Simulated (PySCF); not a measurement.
H6OSi2, SMILES [SiH3]O[SiH3].

Geometry optimised at B3LYP-D3(BJ)/def2-SVP.

The numbers are results of B3LYP-D3(BJ)/def2-SVP in PySCF, not measurements.

Frequencies are harmonic and unscaled.

```
mode  ν (cm⁻¹)  IR (km/mol)  Raman (Å⁴/amu)  depolarisation  moving atoms (share of kinetic energy)
----  --------  -----------  --------------  --------------  --------------------------------------
1           33          1.8             0.1            0.75                  O 52 %, H 39 %, Si 9 %
2           69          0.0             0.0               –                                 H 100 %
3           83          1.2             0.2            0.13                 O 54 %, Si 25 %, H 21 %
4          587          0.7            16.2            0.32                 Si 74 %, H 15 %, O 11 %
5          710          0.0            23.7            0.75                         H 90 %, Si 10 %
6          725          2.5            16.7            0.75                         H 90 %, Si 10 %
7          754        113.2             1.0            0.70                  H 79 %, O 13 %, Si 8 %
8          756        106.0             4.4            0.50                  H 78 %, O 14 %, Si 8 %
9          955          0.1            33.4            0.75                                  H 96 %
10         956          1.8            10.4            0.75                                  H 96 %
11         960        170.9            17.1            0.75                                  H 96 %
12         963        159.3            35.6            0.74                                  H 95 %
13         967        876.8             5.0            0.75                         H 84 %, Si 13 %
14        1036         21.0            28.3            0.74                         H 88 %, Si 12 %
15        1121        331.8             1.3            0.75                 O 76 %, Si 15 %, H 10 %
16        2214          8.0            35.4            0.75                                  H 96 %
17        2215         51.1            21.6            0.75                                  H 98 %
18        2219        313.9           107.4            0.75                                  H 96 %
19        2225        172.9           271.4            0.09                                  H 97 %
20        2243         93.0            91.4            0.75                                  H 97 %
21        2248        116.7           249.0            0.06                                  H 97 %
```
